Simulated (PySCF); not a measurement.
Working out the excitation energy of Cl(2+)

Cl(2+) [Ne] 3s2 3p3 (4S) → Cl(2+) [Ne] 3s2 3p2 4s1 (4P). Computed with PySCF 2.14 in aug-cc-pV(D+d)Z, with no relativity, point nucleus. Frozen: [Ne]. Energies in hartree (1 hartree = 27.21139 eV):

```
             part  Cl(2+) (lower)  Cl(2+) (upper)
              UHF     -458.210258     -457.413688
MP2 opposite-spin       -0.055001       -0.056557
    MP2 same-spin       -0.019882       -0.016622
```

Q: What does Hartree-Fock give?

A: (-457.413688) − (-458.210258) = 0.796570 hartree = 21.676 eV.

Q: What do MP2 and SCS-MP2 (6/5 opposite-spin, 1/3 same-spin) give?

A: The opposite-spin parts differ by -0.042 eV and the same-spin parts by 0.089 eV. MP2: 21.676 + (-0.042) + (0.089) = 21.723 eV. SCS-MP2: 21.676 + 1.2 × (-0.042) + (0.089)/3 = 21.655 eV.
